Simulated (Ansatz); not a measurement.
Consider the ligand exchange at a B–C bond: `O=CB(F)F` + H–F → boron trifluoride + `C=O`.

Computed with Ansatz on PBE0-D4/def2-TZVP structures; ΔE is electronic, products minus reactants. CCSD(T)/CBS is the MP2 limit (def2-TZVPP, def2-QZVPP) plus CCSD(T) − MP2 in def2-TZVPP, frozen cores. This one scheme is used for every species. DFT in def2-TZVPP. One conformer a species, not always the lowest.

(1) Is it downhill or uphill in electronic energy at CCSD(T)/CBS, and by how much? (An estimate is asked.)

(2) What do these levels give: BLYP-D4, B2PLYP, revPBE, r2SCANh, LC-ωPBE, RPA@PBE/def2-TZVPP, MP2/def2-SVP, CCSD(T)/def2-SVP, HF/def2-TZVPP, CCSD(T)/def2-TZVPP, HF/def2-QZVPP, SCS-MP2/def2-QZVPP? (Best estimate.)

(3) What do rigid-rotor, harmonic-oscillator terms from PBE0-D4/def2-TZVP frequencies (298.15 K, 1 bar) make of the CCSD(T)/CBS value? (An estimate is asked.)

Largest T1 diagnostic among the species: 0.015.

Answers

(1) Computed: Downhill: ΔE = -151.7 kJ/mol.

(2) Ansatz gave: BLYP-D4 -152.3, B2PLYP -160.3, revPBE -149.2, r2SCANh -162.1, LC-ωPBE -154.0, RPA@PBE/def2-TZVPP -152.2, MP2/def2-SVP -177.2, CCSD(T)/def2-SVP -174.9, HF/def2-TZVPP -179.3, CCSD(T)/def2-TZVPP -156.2, HF/def2-QZVPP -179.7, SCS-MP2/def2-QZVPP -156.7 kJ/mol.

(3) Computed: ΔZPE = +4.2 kJ/mol, ΔH = -150.3 kJ/mol, ΔS = -8 J/(mol·K), ΔG = -147.9 kJ/mol.

From BLYP to BHLYP (50 % exact exchange), in def2-TZVPP and without D4, ΔE moves by −10.7 kJ/mol. In def2-TZVPP, CCSD(T) changes the Hartree–Fock value by +23.0 kJ/mol (the triples alone add +3.0 kJ/mol) and MP2 by +22.5 kJ/mol. Leaving LDA and LC-ωPBE aside and taking each functional with its dispersion term where it has one, the values, not all of them listed here, spread over 21.8 kJ/mol, from B97M-V to revPBE-D4.
